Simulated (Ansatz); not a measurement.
`CS[CH2][SnH3]` and `CNCSC` differ in one atom or group.

Ansatz, PBE0-D4/def2-TZVP geometries, multiplicity 1. Each molecule was computed in one conformer, which needn't be the lowest.

Elements past krypton have def2 core potentials.

```csv
property,`CS[CH2][SnH3]`
HOMO energy (PBE0/def2-TZVPP) / eV,-6.34
LUMO energy (PBE/def2-TZVPP) / eV,-0.62
HOMO–LUMO gap (ωB97M-V/def2-TZVPP) / eV,10.03
HOMO–LUMO gap (PBE0/def2-TZVPP) / eV,6.47
LUMO energy (ωB97M-V/def2-TZVPP) / eV,1.46
HOMO–LUMO gap (B3LYP/def2-TZVPP) / eV,6.01
```

Question: What does the change do to each property? (An estimate is asked.)

Answer: Ansatz gave: 
```json
{"property": "HOMO energy (PBE0/def2-TZVPP) / eV", "`CNCSC`": "-6.14", "shift": "0.20"}
{"property": "LUMO energy (PBE/def2-TZVPP) / eV", "`CNCSC`": "-0.22", "shift": "0.40"}
{"property": "HOMO–LUMO gap (ωB97M-V/def2-TZVPP) / eV", "`CNCSC`": "10.82", "shift": "0.79"}
{"property": "HOMO–LUMO gap (PBE0/def2-TZVPP) / eV", "`CNCSC`": "6.86", "shift": "0.39"}
{"property": "LUMO energy (ωB97M-V/def2-TZVPP) / eV", "`CNCSC`": "2.44", "shift": "0.98"}
{"property": "HOMO–LUMO gap (B3LYP/def2-TZVPP) / eV", "`CNCSC`": "6.35", "shift": "0.34"}
```

With PBE0 the HOMO rises by 0.20 eV and the LUMO rises by 0.59 eV, so the gap widens by about 0.39 eV. PBE moves the HOMO by 0.23 eV and ωB97M-V by 0.18 eV.

B3LYP here is the variant with VWN-RPA as its local correlation; programs differ in this.
